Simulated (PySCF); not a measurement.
methyl ethyl ether (C3H8O), singlet, geometry from GFN2-xTB, with bond 6-2 at 1.4 times its length; CASSCF(6,6)/6-31G (PySCF).

Here is a job for PySCF.
```python
from pyscf import gto, scf, mcscf
import numpy

mol = gto.M(
    atom='''
O     0.02217187   -0.70637156   -0.00891756
C    -0.00191006    0.70379066    0.00906344
C     1.31940794   -1.23577614   -0.00427645
C    -1.44920700    1.16750381    0.00224778
H     0.51537054    1.07502478    0.90896197
H     0.74432745    1.25568172   -1.22396539
H     1.21557456   -2.31874503   -0.01916715
H     1.88715969   -0.91090045   -0.88622004
H     1.87140251   -0.93389025    0.89565558
H    -1.94985378    0.79906787   -0.88859537
H    -1.96544310    0.77632297    0.87429802
H    -1.49244744    2.25298407    0.01587030
''',
    basis='6-31g',
    verbose=4,
)

mf = scf.RHF(mol)
mf.kernel()
mc = mcscf.CASSCF(mf, 6, 6)
mc.fix_spin_(ss=0.0)
mc.kernel()
occ = numpy.linalg.eigvalsh(mc.fcisolver.make_rdm1(mc.ci, mc.ncas, mc.nelecas))[::-1]
ss = mc.fcisolver.spin_square(mc.ci, mc.ncas, mc.nelecas)[0]
print('natural occupations', occ.round(4), ' <S^2>', round(ss, 4))
```

**Question.** Write the output that PySCF gives for this input, abridged.

**Answer.** 
```
PySCF version 2.14.0

[INPUT] verbose = 4
[INPUT] num. atoms = 12
[INPUT] num. electrons = 34
[INPUT] charge = 0
[INPUT] spin (= nelec alpha-beta = 2S) = 0
[INPUT] symmetry False subgroup None
[INPUT] Mole.unit = angstrom
[INPUT] Symbol           X                Y                Z      unit          X                Y                Z       unit  Magmom
[...]
nuclear repulsion = 132.304723876114
number of shells = 36
number of NR pGTOs = 120
number of NR cGTOs = 52
basis = 6-31g
ecp = {}

******** <class 'pyscf.scf.hf.RHF'> ********
method = RHF
initial guess = minao
damping factor = 0
level_shift factor = 0
DIIS = <class 'pyscf.scf.diis.CDIIS'>
diis_start_cycle = 1
diis_space = 8
diis_damp = 0
SCF conv_tol = 1e-09
SCF conv_tol_grad = None
SCF max_cycles = 50
direct_scf = True
direct_scf_tol = 1e-13
Set gradient conv threshold to 3.16228e-05
Initial guess from minao.
init E= -193.3264086354
[...]
cycle= 1 E= -192.890857980189  delta_E= 0.436  |g|= 0.475  |ddm|= 2.74
[...]
cycle= 2 E= -192.941888386373  delta_E= -0.051  |g|= 0.264  |ddm|= 0.587
[...]
cycle= 3 E= -192.955967459488  delta_E= -0.0141  |g|= 0.0474  |ddm|= 0.212
[...]
cycle= 4 E= -192.956710928259  delta_E= -0.000743  |g|= 0.0126  |ddm|= 0.0576
[...]
cycle= 5 E= -192.956769782397  delta_E= -5.89e-05  |g|= 0.00319  |ddm|= 0.0196
[...]
cycle= 6 E= -192.956776312432  delta_E= -6.53e-06  |g|= 0.000856  |ddm|= 0.00806
[...]
cycle= 7 E= -192.956776691548  delta_E= -3.79e-07  |g|= 0.000262  |ddm|= 0.0017
[...]
cycle= 8 E= -192.95677673215  delta_E= -4.06e-08  |g|= 5.54e-05  |ddm|= 0.000575
[...]
cycle= 9 E= -192.956776734239  delta_E= -2.09e-09  |g|= 1.3e-05  |ddm|= 0.000139
[...]
cycle= 10 E= -192.956776734352  delta_E= -1.14e-10  |g|= 4.22e-06  |ddm|= 3.07e-05
[...]
Extra cycle  E= -192.956776734359  delta_E= -6.82e-12  |g|= 1.8e-06  |ddm|= 5.89e-06
converged SCF energy = -192.956776734359

******** <class 'pyscf.mcscf.mc1step.CASSCF'> ********
CAS (3e+3e, 6o), ncore = 14, nvir = 32
max_cycle_macro = 50
max_cycle_micro = 4
conv_tol = 1e-07
conv_tol_grad = None
orbital rotation max_stepsize = 0.02
orbital rotation threshold for CI restart = 0.01
augmented hessian ah_max_cycle = 30
augmented hessian ah_conv_tol = 1e-12
augmented hessian ah_linear dependence = 1e-14
augmented hessian ah_level shift = 1e-08
augmented hessian ah_start_tol = 2.5
augmented hessian ah_start_cycle = 3
augmented hessian ah_grad_trust_region = 3
kf_trust_region = 3
kf_interval = 4
ci_response_space = 4
ci_grad_trust_region = 3
with_dep4 0
natorb = False
canonicalization = True
sorting_mo_energy = False
ao2mo_level = 2
internal_rotation = False
******** <class 'pyscf.fci.addons.SpinPenaltyFCISolver'> ********
max. cycles = 50
conv_tol = 1e-08
davidson only = True
linear dependence = 1e-12
level shift = 0.001
max iter space = 12
nroots = 1
pspace_size = 400
spin = None
CASCI E = -192.967983790261  S^2 = 0.0000000
Set conv_tol_grad to 0.000316228
macro iter   1 ( 21 JK    4 micro), CASSCF E = -192.985937689051  dE = -1.79538988e-02  S^2 = 0.0000000
               |grad[o]|=0.0253  |grad[c]|=0.0351  |ddm|=0.0442  |maxRot[o]|=0.178
macro iter   2 ( 21 JK    4 micro), CASSCF E = -192.990833548531  dE = -4.89585948e-03  S^2 = 0.0000000
               |grad[o]|=0.0235  |grad[c]|=0.0343  |ddm|=0.0343  |maxRot[o]|=0.254
macro iter   3 ( 17 JK    4 micro), CASSCF E = -193.003762154711  dE = -1.29286062e-02  S^2 = 0.0000000
               |grad[o]|=0.0183  |grad[c]|=0.0354  |ddm|=0.0404  |maxRot[o]|=0.168
macro iter   4 ( 21 JK    4 micro), CASSCF E = -193.007117473021  dE = -3.35531831e-03  S^2 = 0.0000000
               |grad[o]|=0.0149  |grad[c]|=0.019  |ddm|=0.0111  |maxRot[o]|=0.109
macro iter   5 ( 21 JK    4 micro), CASSCF E = -193.010191708545  dE = -3.07423552e-03  S^2 = 0.0000000
               |grad[o]|=0.00945  |grad[c]|= 0.03  |ddm|=0.00875  |maxRot[o]|=0.232
macro iter   6 ( 12 JK    3 micro), CASSCF E = -193.011145725293  dE = -9.54016748e-04  S^2 = 0.0000000
               |grad[o]|=0.00584  |grad[c]|=0.0284  |ddm|=0.00845  |maxRot[o]|=0.131
macro iter   7 ( 12 JK    3 micro), CASSCF E = -193.011573295060  dE = -4.27569767e-04  S^2 = 0.0000000
               |grad[o]|=0.00259  |grad[c]|=0.0369  |ddm|=0.0111  |maxRot[o]|=0.0884
macro iter   8 (  7 JK    2 micro), CASSCF E = -193.011791225449  dE = -2.17930389e-04  S^2 = 0.0000000
               |grad[o]|=0.00211  |grad[c]|=0.0112  |ddm|=0.00235  |maxRot[o]|=0.0698
macro iter   9 (  7 JK    2 micro), CASSCF E = -193.011933762049  dE = -1.42536601e-04  S^2 = 0.0000000
               |grad[o]|=0.00122  |grad[c]|=0.0122  |ddm|=0.00182  |maxRot[o]|=0.0697
macro iter  10 (  7 JK    2 micro), CASSCF E = -193.012080346514  dE = -1.46584465e-04  S^2 = 0.0000000
               |grad[o]|=0.00111  |grad[c]|=0.0166  |ddm|=0.00395  |maxRot[o]|=0.0695
macro iter  11 (  7 JK    2 micro), CASSCF E = -193.012209378339  dE = -1.29031825e-04  S^2 = 0.0000000
               |grad[o]|=0.000872  |grad[c]|= 0.01  |ddm|=0.00565  |maxRot[o]|=0.0673
macro iter  12 (  7 JK    2 micro), CASSCF E = -193.012325765584  dE = -1.16387245e-04  S^2 = 0.0000000
               |grad[o]|=0.00098  |grad[c]|=0.00521  |ddm|=0.00419  |maxRot[o]|=0.0697
macro iter  13 (  7 JK    2 micro), CASSCF E = -193.012464589519  dE = -1.38823936e-04  S^2 = 0.0000000
               |grad[o]|=0.00109  |grad[c]|=0.00399  |ddm|=0.00475  |maxRot[o]|=0.0697
macro iter  14 (  7 JK    2 micro), CASSCF E = -193.012654246636  dE = -1.89657116e-04  S^2 = 0.0000000
               |grad[o]|=0.00133  |grad[c]|=0.00585  |ddm|=0.00528  |maxRot[o]|=0.0697
macro iter  15 (  7 JK    2 micro), CASSCF E = -193.012967709095  dE = -3.13462459e-04  S^2 = 0.0000000
               |grad[o]|=0.00169  |grad[c]|=0.00961  |ddm|=0.00566  |maxRot[o]|=0.0697
macro iter  16 (  7 JK    2 micro), CASSCF E = -193.013685463460  dE = -7.17754365e-04  S^2 = 0.0000000
               |grad[o]|=0.00223  |grad[c]|=0.0141  |ddm|=0.00578  |maxRot[o]|=0.0696
[...]
               |grad[o]|=0.0101  |grad[c]|=0.0196  |ddm|=0.0185  |maxRot[o]|=0.0239
macro iter  22 ( 21 JK    4 micro), CASSCF E = -193.022835367095  dE = -3.39949964e-05  S^2 = 0.0000000
               |grad[o]|=0.0107  |grad[c]|=0.0192  |ddm|=0.0176  |maxRot[o]|=0.0136
macro iter  23 ( 21 JK    4 micro), CASSCF E = -193.022811883290  dE =  2.34838053e-05  S^2 = 0.0000000
               |grad[o]|=0.0112  |grad[c]|=0.0191  |ddm|=0.0172  |maxRot[o]|=0.00806
macro iter  24 ( 21 JK    4 micro), CASSCF E = -193.024038303652  dE = -1.22642036e-03  S^2 = 0.0000000
               |grad[o]|=0.0114  |grad[c]|=0.00515  |ddm|=0.00172  |maxRot[o]|=0.0479
macro iter  25 ( 21 JK    4 micro), CASSCF E = -193.024387076105  dE = -3.48772453e-04  S^2 = 0.0000000
               |grad[o]|=0.0107  |grad[c]|=0.0102  |ddm|=0.00412  |maxRot[o]|=0.0249
macro iter  26 ( 21 JK    4 micro), CASSCF E = -193.024445297280  dE = -5.82211752e-05  S^2 = 0.0000000
               |grad[o]|=0.00825  |grad[c]|=0.0136  |ddm|=0.00882  |maxRot[o]|=0.0073
macro iter  27 ( 21 JK    4 micro), CASSCF E = -193.024393482132  dE =  5.18151485e-05  S^2 = 0.0000000
               |grad[o]|=0.00763  |grad[c]|=0.0163  |ddm|=0.0123  |maxRot[o]|=0.00529
macro iter  28 ( 17 JK    4 micro), CASSCF E = -193.025843475031  dE = -1.44999290e-03  S^2 = 0.0000000
               |grad[o]|=0.00811  |grad[c]|=0.00773  |ddm|=0.0101  |maxRot[o]|=0.0592
macro iter  29 ( 11 JK    3 micro), CASSCF E = -193.027350528067  dE = -1.50705304e-03  S^2 = 0.0000000
               |grad[o]|=0.00783  |grad[c]|=0.00838  |ddm|=0.00662  |maxRot[o]|=0.0617
macro iter  30 ( 21 JK    4 micro), CASSCF E = -193.027451575581  dE = -1.01047514e-04  S^2 = 0.0000000
               |grad[o]|=0.00607  |grad[c]|=0.0149  |ddm|=0.00528  |maxRot[o]|=0.00734
macro iter  31 ( 21 JK    4 micro), CASSCF E = -193.027541327559  dE = -8.97519776e-05  S^2 = 0.0000000
               |grad[o]|=0.00588  |grad[c]|=0.018  |ddm|=0.00666  |maxRot[o]|=0.00659
macro iter  32 ( 21 JK    4 micro), CASSCF E = -193.027606840537  dE = -6.55129789e-05  S^2 = 0.0000000
               |grad[o]|=0.00604  |grad[c]|=0.019  |ddm|=0.00682  |maxRot[o]|=0.00604
macro iter  33 ( 21 JK    4 micro), CASSCF E = -193.027661369874  dE = -5.45293369e-05  S^2 = 0.0000000
               |grad[o]|=0.00606  |grad[c]|=0.0193  |ddm|=0.00668  |maxRot[o]|=0.00532
macro iter  34 ( 21 JK    4 micro), CASSCF E = -193.027706658696  dE = -4.52888213e-05  S^2 = 0.0000000
               |grad[o]|=0.00601  |grad[c]|=0.0191  |ddm|=0.00643  |maxRot[o]|=0.00454
macro iter  35 ( 21 JK    4 micro), CASSCF E = -193.027743567653  dE = -3.69089575e-05  S^2 = 0.0000000
               |grad[o]|=0.00591  |grad[c]|=0.0188  |ddm|=0.00617  |maxRot[o]|=0.00385
macro iter  36 ( 21 JK    4 micro), CASSCF E = -193.027773503298  dE = -2.99356445e-05  S^2 = 0.0000000
               |grad[o]|=0.00582  |grad[c]|=0.0184  |ddm|=0.00592  |maxRot[o]|=0.00325
macro iter  37 ( 21 JK    4 micro), CASSCF E = -193.027797818635  dE = -2.43153374e-05  S^2 = 0.0000000
               |grad[o]|=0.00574  |grad[c]|=0.0181  |ddm|=0.00571  |maxRot[o]|=0.00275
macro iter  38 ( 21 JK    4 micro), CASSCF E = -193.027817680790  dE = -1.98621554e-05  S^2 = 0.0000000
               |grad[o]|=0.00567  |grad[c]|=0.0178  |ddm|=0.00553  |maxRot[o]|=0.00233
macro iter  39 ( 21 JK    4 micro), CASSCF E = -193.027834038027  dE = -1.63572366e-05  S^2 = 0.0000000
               |grad[o]|=0.00561  |grad[c]|=0.0176  |ddm|=0.00538  |maxRot[o]|=0.00199
macro iter  40 ( 21 JK    4 micro), CASSCF E = -193.027847625611  dE = -1.35875843e-05  S^2 = 0.0000000
               |grad[o]|=0.00556  |grad[c]|=0.0174  |ddm|=0.00526  |maxRot[o]|=0.0017
macro iter  41 ( 21 JK    4 micro), CASSCF E = -193.027859007854  dE = -1.13822430e-05  S^2 = 0.0000000
               |grad[o]|=0.00552  |grad[c]|=0.0172  |ddm|=0.00515  |maxRot[o]|=0.00146
macro iter  42 ( 21 JK    4 micro), CASSCF E = -193.027868616643  dE = -9.60878822e-06  S^2 = 0.0000000
               |grad[o]|=0.00549  |grad[c]|=0.017  |ddm|=0.00506  |maxRot[o]|=0.00126
macro iter  43 ( 21 JK    4 micro), CASSCF E = -193.027876784091  dE = -8.16744796e-06  S^2 = 0.0000000
               |grad[o]|=0.00546  |grad[c]|=0.0169  |ddm|=0.00499  |maxRot[o]|=0.00109
macro iter  44 ( 21 JK    4 micro), CASSCF E = -193.027883767824  dE = -6.98373364e-06  S^2 = 0.0000000
               |grad[o]|=0.00544  |grad[c]|=0.0168  |ddm|=0.00493  |maxRot[o]|=0.000944
macro iter  45 ( 21 JK    4 micro), CASSCF E = -193.027889770104  dE = -6.00227980e-06  S^2 = 0.0000000
               |grad[o]|=0.00542  |grad[c]|=0.0167  |ddm|=0.00487  |maxRot[o]|=0.00082
macro iter  46 ( 21 JK    4 micro), CASSCF E = -193.027894951671  dE = -5.18156722e-06  S^2 = 0.0000000
               |grad[o]|=0.0054  |grad[c]|=0.0166  |ddm|=0.00483  |maxRot[o]|=0.000715
macro iter  47 ( 21 JK    4 micro), CASSCF E = -193.027899441657  dE = -4.48998571e-06  S^2 = 0.0000000
               |grad[o]|=0.00539  |grad[c]|=0.0165  |ddm|=0.00479  |maxRot[o]|=0.000624
macro iter  48 ( 21 JK    4 micro), CASSCF E = -193.027903345123  dE = -3.90346605e-06  S^2 = 0.0000000
               |grad[o]|=0.00538  |grad[c]|=0.0165  |ddm|=0.00475  |maxRot[o]|=0.000545
macro iter  49 ( 21 JK    4 micro), CASSCF E = -193.027906748282  dE = -3.40315952e-06  S^2 = 0.0000000
               |grad[o]|=0.00537  |grad[c]|=0.0164  |ddm|=0.00472  |maxRot[o]|=0.000477
macro iter  50 ( 21 JK    4 micro), CASSCF E = -193.027909722353  dE = -2.97407064e-06  S^2 = 0.0000000
               |grad[o]|=0.00536  |grad[c]|=0.0164  |ddm|=0.0047  |maxRot[o]|=0.000418
1-step CASSCF not converged,  50 macro (870 JK 177 micro) steps
CASSCF canonicalization
Density matrix diagonal elements [1.97289068 1.97458785 1.94458552 0.06269397 0.02514772 0.02009425]
CASSCF energy = -193.027909722353
CASCI E = -193.027909722353  E(CI) = -10.1202190865010  S^2 = 0.0000000
natural occupations [1.984  1.9767 1.9317 0.0682 0.0215 0.0179]  <S^2> 0.0
```

The run did not converge; its last values are not results.
